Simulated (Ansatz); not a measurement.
Gas-phase electronic energies from Ansatz, PBE0-D4/def2-TZVP geometries. CCSD(T)/CBS adds triple-zeta CCSD(T) − MP2 to the extrapolated MP2 energy (def2 sets, frozen cores). This one scheme is used for every species. Functionals use def2-TZVPP. Each species was taken in one conformer, which may not be the lowest.

Consider the silylene loss: `CSS[SiH2][SiH3]` → `CSS[SiH3]` + `[SiH2]`.

CCSD(T)/CBS gives +240.4 kJ/mol.

Q: Another level gave +261.1 kJ/mol. Which?
A. r2SCAN/def2-TZVPP
B. ωB97X-V/def2-TZVPP
C. B2PLYP/def2-TZVPP
D. PBE/def2-TZVPP

A: A. r2SCAN 261.1, B2PLYP 231.9, ωB97X-V 250.5, PBE 246.1 kJ/mol.

Largest T1 diagnostic among the species: 0.014.

From PBE to PBE0 (25 % exact exchange), in def2-TZVPP and without D4, ΔE moves by +5.7 kJ/mol. In def2-TZVPP, CCSD(T) changes the Hartree–Fock value by +23.1 kJ/mol (the triples alone add +6.2 kJ/mol) and MP2 by +38.5 kJ/mol. The D4 term adds +16.4 kJ/mol with B3LYP and +9.2 kJ/mol with PBE0; it sums over pairs of atoms, weighted by their polarisabilities, and B3LYP, whose exchange is more repulsive, gets the larger term.

B3LYP here is the variant with VWN-RPA as its local correlation; programs differ in this.
